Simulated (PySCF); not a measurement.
## Ions at one geometry of Bi(SH)3

PySCF 2.14.0, RKS PBE0, Bi def2-SVP with ECP60, S def2-SVP, H def2-SVP; non-relativistic Hamiltonian with scalar-relativistic core potentials where named; density fitting; no spin-orbit coupling; singlets restricted, open shells unrestricted. The geometry is relaxed for charge 0, singlet, vacuum:

```xyz
7

Bi    0.0000    0.0000   -0.3083
S     2.1750   -0.3135    1.0005
H     1.8373    0.6880    1.8445
S    -0.8160    2.0403    1.0005
H    -1.5145    1.2471    1.8445
S    -1.3590   -1.7268    1.0005
H    -0.3228   -1.9351    1.8445
```

Energies count from the relaxed state; an electron taken off or put on is at rest in vacuum. Charges and spins are Mulliken's.

| state | energy (eV) | spin squared | charge on Bi1 (e) | spin on Bi1 (e) | dipole about the centre of mass (D) |
| --- | --- | --- | --- | --- | --- |
| charge 0, singlet, vacuum | 0.00 | 0.00 | 0.62 | 0.00 | 1.37 |
| charge -1, doublet, vacuum | 0.03 | 0.75 | 0.25 | 0.59 | 2.51 |

**Question.** What does the state charge +1, doublet, vacuum give?

**Answer.** energy (eV) 8.88, spin squared 0.77, charge on Bi1 (e) 0.77, spin on Bi1 (e) -0.05, dipole about the centre of mass (D) 1.81.

With an electron taken off (doublet) the charges change, summed by element, by Bi +0.15 e, S +0.72 e, H +0.13 e. The vertical ionisation energy is 8.88 eV, against −ε(HOMO) = 7.04 eV of the relaxed state. The level lies 1.8 eV too high, as is usual for semilocal functionals and global hybrids, which keep a self-interaction error.

With an electron put on (doublet) the charges change, summed by element, by Bi -0.37 e, S -0.49 e, H -0.15 e. The vertical electron affinity is -0.03 eV, against −ε(LUMO) = 1.72 eV of the relaxed state. The basis has no diffuse functions, which an added electron needs. The added electron's level lies above zero.

Open shells may have lower solutions than those found.
